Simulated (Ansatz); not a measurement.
`BN[SiH2]C=C` + `F[SiH2]N[SiH3]` → `BN([SiH3])[SiH2]F` + `C=C[SiH2]N`  (ligand exchange at a B–N bond)

Computed with Ansatz on PBE0-D4/def2-TZVP structures; ΔE is electronic, products minus reactants. CCSD(T)/CBS adds triple-zeta CCSD(T) − MP2 to the extrapolated MP2 energy (def2 sets, frozen cores). This one scheme is used for every species. Functionals use def2-TZVPP. B3LYP here is the variant with VWN-RPA as its local correlation; programs differ in this. Each species was taken in one conformer, which may not be the lowest.

```csv
level,ΔE (kJ/mol)
r2SCAN-D4,24.3
B3LYP-D4,24.7
ωB97M-V,23.8
B2PLYP,27.1
PBE,27.9
HF/def2-TZVPP,27.7
MP2/def2-TZVPP,23.3
CCSD(T)/def2-TZVPP,24.0
```

(1) What does CCSD(T)/CBS give? (Estimate.)

Largest T1 diagnostic among the species: 0.012.

Answers

(1) Ansatz gave: +23.4 kJ/mol. The listed levels differ from it by 0.9, 1.3, 0.4, 3.7, 4.5, 4.3, -0.1, 0.6 kJ/mol.

The D4 term adds −4.8 kJ/mol with B3LYP and −2.5 kJ/mol with PBE0; it sums over pairs of atoms, weighted by their polarisabilities, and B3LYP, whose exchange is more repulsive, gets the larger term. In def2-TZVPP, CCSD(T) changes the Hartree–Fock value by −3.7 kJ/mol (the triples alone add −0.6 kJ/mol) and MP2 by −4.4 kJ/mol.
